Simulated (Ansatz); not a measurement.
Geometry optimisation, Ansatz, RKS PBE0-D4/def2-SVP.

The input (input.yaml):

```yaml
crystal:
  periodic: [false, false, false]
  atoms:
    - { symbol: Hf, position_ang: [-0.526299, -0.317466, 1.28409] }
    - { symbol: O, position_ang: [1.27052, -0.371862, -1.944153] }
    - { symbol: O, position_ang: [-1.234483, 0.128517, -0.256924] }
    - { symbol: H, position_ang: [0.334398, -0.121649, -1.881922] }
    - { symbol: Cl, position_ang: [0.587949, 1.561623, 2.194179] }
    - { symbol: Cl, position_ang: [-2.146416, -1.35624, 2.657687] }
    - { symbol: H, position_ang: [1.71433, 0.477078, -2.052856] }
basis:
  gaussian: { orbitals: def2-SVP }
hamiltonian:
  xc: pbe0
  dispersion: d4
relax:
  f_tol: 0.03
  max_steps: 50
```

Launched with:

```bash
$ ansatz run input.yaml --threads 2 --pin off --max-ram 3072MiB --backend cpu --events-out ev --progress --plain --runs-dir out
```

Where does it end, and by what steps?

It converged. The force dipped under the threshold on the way, but the program's further checks kept it going. After 17 steps the energy has fallen by 1.378 eV; Cl6 moved furthest, 1.50 Å. Joined: Hf1–O2.

```tsv
step	energy less start (eV)	largest force component (eV/Å)	accepted
0	0.0000	0.492	yes
1	-0.1180	1.143	yes
2	-0.3427	1.255	yes
3	-0.6534	0.589	yes
4	-0.9345	0.628	yes
5	-1.0949	1.328	yes
6	-1.2418	0.587	yes
7	-1.3168	0.558	yes
8	-1.3473	0.701	yes
9	-1.3525	0.620	yes
10	-1.3464	0.744	no
11	-1.3697	0.126	yes
12	-1.3745	0.055	yes
13	-1.3760	0.051	yes
14	-1.3772	0.044	yes
15	-1.3776	0.014	yes
16	-1.3775	0.146	no
17	-1.3778	0.007	yes
```

```xyz
7
Properties=species:S:1:pos:R:3
Hf -0.498 0.171 0.724
O 0.744 -0.290 -1.051
O -1.805 0.756 -0.297
H 0.332 -0.070 -1.898
Cl 0.612 1.931 1.907
Cl -1.029 -1.891 1.816
H 1.644 -0.606 -1.202
```

Run time: 55 s on 2 threads of Arm Neoverse V2, with other jobs on the host, peak memory 0.24 GiB.
